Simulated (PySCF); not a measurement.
Two-photon absorption: 4-methylbenzoic acid, C8H8O2

Geometry (Å), atoms numbered from 1 in this order:
```xyz
18

C    -2.8697   -0.6775   -0.5674
C    -1.4378   -0.3475   -0.2665
C    -1.0647    0.1661    0.9832
C     0.2559    0.5004    1.2535
C     1.2400    0.3265    0.2753
C     2.6368    0.6923    0.6132
O     2.9925    1.1260    1.6809
O     3.4951    0.4935   -0.3992
C     0.8824   -0.1882   -0.9752
C    -0.4418   -0.5208   -1.2366
H    -3.3879    0.1961   -0.9976
H    -3.4171   -0.9667    0.3411
H    -2.9513   -1.4965   -1.2964
H    -1.8259    0.3023    1.7561
H     0.5541    0.8987    2.2255
H     4.3655    0.7622   -0.0692
H     1.6502   -0.3282   -1.7375
H    -0.7120   -0.9269   -2.2151
```

Computed with TDDFT CAM-B3LYP/aug-cc-pVDZ excited states, vertical, gas phase in PySCF 2.14.0. Geometry: PBE0-D3(BJ)/def2-SVP.

(1) Give the one- and two-photon strengths of the lowest singlets.

Answers

(1) δ for parallel linear polarisation; σ at the peak of a Lorentzian of half width 0.1 eV, single beam; Ω is circular over linear.
| state | E (eV) | f | photon λ (nm) | δ (au) | σ (GM) | Ω | main |
| --- | --- | --- | --- | --- | --- | --- | --- |
| S1 | 5.09 | 0.011 | 487 | 4.28 | 0.04 | 1.50 | HOMO−1→LUMO 0.66, HOMO→LUMO+3 0.31 |
| S2 | 5.27 | 0.000 | 471 | 0.45 | 0.01 | 0.93 | HOMO−2→LUMO 0.84, HOMO−2→LUMO+13 0.09 |
| S3 | 5.43 | 0.294 | 457 | 239 | 2.58 | 0.78 | HOMO→LUMO 0.88, HOMO−1→LUMO+3 0.09 |
| S4 | 6.43 | 0.252 | 386 | 4.47 | 0.07 | 1.44 | HOMO→LUMO+3 0.63, HOMO−1→LUMO 0.32 |
| S5 | 6.51 | 0.000 | 381 | 5.99 | 0.09 | 1.40 | HOMO→LUMO+1 0.87 |
| S6 | 6.71 | 0.672 | 370 | 91.2 | 1.50 | 0.82 | HOMO−1→LUMO+3 0.83 |

Among these, the strongest one-photon state is S6, the strongest two-photon state S3, with a dipole change of 2.4 D (relaxed, norm of the difference vector).
